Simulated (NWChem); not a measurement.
# CH₃FOZn; SMILES C[O][Zn][F]

```xyz
7

Zn     0.3075    -0.4089     0.0000
F     -0.1044    -2.0938     0.0000
O      0.8802     1.2569     0.0000
C      0.0885     2.4006     0.0000
H     -0.5656     2.4891     0.8917
H      0.7428     3.2915     0.0000
H     -0.5656     2.4891    -0.8917
```
Atoms are numbered in this order, from 1.

Level: PBE0/def2-SVP (NWChem), optimised geometry, unscaled harmonic frequencies. 

Problem. List the harmonic frequencies with IR intensities, and the thermochemistry.

Solution. 
```json
[
 {"frequency (cm⁻¹)": "102", "IR intensity (km/mol)": "3.1"},
 {"frequency (cm⁻¹)": "102", "IR intensity (km/mol)": "10.4"},
 {"frequency (cm⁻¹)": "164", "IR intensity (km/mol)": "41.6"},
 {"frequency (cm⁻¹)": "241", "IR intensity (km/mol)": "29.5"},
 {"frequency (cm⁻¹)": "554", "IR intensity (km/mol)": "4.2"},
 {"frequency (cm⁻¹)": "746", "IR intensity (km/mol)": "76.5"},
 {"frequency (cm⁻¹)": "1172", "IR intensity (km/mol)": "0.2"},
 {"frequency (cm⁻¹)": "1177", "IR intensity (km/mol)": "120.8"},
 {"frequency (cm⁻¹)": "1208", "IR intensity (km/mol)": "111.7"},
 {"frequency (cm⁻¹)": "1474", "IR intensity (km/mol)": "2.0"},
 {"frequency (cm⁻¹)": "1475", "IR intensity (km/mol)": "0.8"},
 {"frequency (cm⁻¹)": "1482", "IR intensity (km/mol)": "37.1"},
 {"frequency (cm⁻¹)": "2971", "IR intensity (km/mol)": "113.5"},
 {"frequency (cm⁻¹)": "3032", "IR intensity (km/mol)": "74.5"},
 {"frequency (cm⁻¹)": "3079", "IR intensity (km/mol)": "44.0"}
]
```

zero-point energy: 27.1 kcal/mol
thermal correction to the enthalpy at 298.15 K (with zero-point energy): 31.3 kcal/mol
heat capacity Cv: 16.3 cal/(mol K)
entropy at 298.15 K and 1 atm (symmetry number 1): 76.8 cal/(mol K)
dipole moment: 1.67 D

Rigid rotor and harmonic oscillator.
